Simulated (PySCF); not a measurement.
Isomers of C3H14Si3, from PBE0-D3(BJ)/def2-SVP geometry optimisation, gas phase (PySCF 2.14.0). One conformer each, no zero-point energy, no frequencies.

**Question.** Which is lowest in electronic energy at this level?
A. `[SiH3:1][CH2:2][CH:3]([SiH3:4])[CH2:5][SiH3:6]` with Si1–C2–C3–Si4 -175°, C2–C3–C5–Si6 60°: A = 1756, B = 1228, C = 815.6 MHz, dipole 0.65 D
B. `CCC([SiH3])([SiH3])[SiH3]`: A = 1691, B = 1429, C = 1306 MHz, dipole 1.03 D
C. `[CH3:1][CH2:2][CH2:3][SiH:4]([SiH3:5])[SiH3:6]` with C1–C2–C3–Si4 59°, C2–C3–Si4–Si5 -77°: A = 1508, B = 1388, C = 959.2 MHz, dipole 1.29 D

**Answer.** C. That is `CCC[SiH]([SiH3])[SiH3]`, 6.1 kcal/mol below the next.

```csv
SMILES,mapped SMILES,E (Eh),relative (kcal/mol),relative (kJ/mol),dipole (D)
CCC[SiH]([SiH3])[SiH3],[CH3:1][CH2:2][CH2:3][SiH:4]([SiH3:5])[SiH3:6],-990.35692,0.0,0.0,1.29
CCC([SiH3])([SiH3])[SiH3],[CH3:1][CH2:2][C:3]([SiH3:4])([SiH3:5])[SiH3:6],-990.34719,6.1,25.6,1.03
[SiH3]CC([SiH3])C[SiH3],[SiH3:1][CH2:2][CH:3]([SiH3:4])[CH2:5][SiH3:6],-990.33579,13.3,55.5,0.65
```

As drawn, the lowest has an Si–Si bond, which the highest lacks.
